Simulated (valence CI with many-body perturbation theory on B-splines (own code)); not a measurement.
Assign the levels of Se¹⁹⁺

Calculated by configuration interaction combined with many-body perturbation theory (CI+MBPT): five valence electrons over a frozen Dirac-Fock core [Ne], radial functions for each j: 11 s, 11 p, 10 d, 8 f, 5 g, 2 h, with the one-electron correlation potential Σ1 (screened to all orders), the two-electron term Σ2, the three-electron term Σ3, Breit, model QED; selected single and double excitations, second order for the rest, scaled by the run's own slope (own B-spline code, finite nucleus).

No measured spectrum was set against this ion. As an estimate, levels of excited configurations hold to 0.05 to 0.15 % of their energy, terms of the ground configuration to about 0.5 %. Among the levels kept, up to 3400 cm⁻¹ of a level comes from second order outside the variational space, and about a tenth of that is noise between levels of different J, which matters for small intervals.

```tsv
No.	J	Parity	E (eV)	g
1	3/2	odd	0.000	1.821
3	5/2	odd	10.950	1.198
4	1/2	odd	16.213	0.663
6	5/2	even	56.815	1.573
7	3/2	even	61.702	1.682
8	1/2	even	63.056	2.608
10	5/2	even	72.685	1.223
13	3/2	even	82.089	0.547
15	5/2	even	86.889	0.947
17	7/2	even	87.474	1.244
19	3/2	even	89.621	1.129
21	9/2	even	90.485	1.299
```

Energies count from the lowest level. Strongly mixed levels and levels close to another of their J and parity are left out, so the numbers can have gaps.

(1) Give configuration and LS term of each level.

Answers

(1) 1: 3s2 3p3 4S°; 3: 3s2 3p3 2D°; 4: 3s2 3p3 2P°; 6: 3s 3p4 4P; 7: 3s 3p4 4P; 8: 3s 3p4 4P; 10: 3s 3p4 2D; 13: 3s2 3p2 3d 4F; 15: 3s2 3p2 3d 2F; 17: 3s2 3p2 3d 4F; 19: 3s2 3p2 3d 4D; 21: 3s2 3p2 3d 4F.
